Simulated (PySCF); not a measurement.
# Spinor energies of Mg⁷⁺ (magnesium, charge +7)

Start: [He] 2s2 2p1; 2p1/2 filled at m_j = +1/2. Calculated with PySCF 2.14 in an even-tempered Gaussian basis (18 s from 0.78 bohr⁻², ratio 2.4; 10 p from 1 bohr⁻², ratio 2.4; 5 d from 4.1 bohr⁻², ratio 2.6; 5 f from 6.2 bohr⁻², ratio 2.6): generalised Hartree-Fock with the X2C-1e Hamiltonian and a Gaussian nucleus; one run each with spin-orbit coupling (SO) switched off, then screened by Boettger's factors.

| spinor shell | electrons | ε, spin-free (eV) | ε, screened SO (eV) | weight of nominal j (screened SO) | rms radius, screened SO (bohr) |
| --- | --- | --- | --- | --- | --- |
| 1s1/2 | 2 | -1588.5 | -1588.5 | 1.000 | 0.150 |
| 2s1/2 | 2 | -284.95 | -284.92 | 1.000 | 0.639 |
| 2p1/2 | 1 | -266.85 | -267.12 | 0.985 | 0.574 |

```
   quantity   spin-free  screened SO
E (hartree)  -172.04061   -172.05085
        M_J         1/2          1/2
       ⟨J²⟩       1.109        0.796
       ⟨L²⟩       2.003        2.003
       ⟨S²⟩       0.751        0.751
```

Each row is a mean over spinors that exchange with the open shell spreads, by up to 0.822 eV (2s1/2).

Without spin-orbit coupling the j labels of p, d and f shells carry no meaning; the spin-free column gives the mean over the occupied spinors of each nl shell, and its ⟨J²⟩ belongs to a mixture of degenerate components.
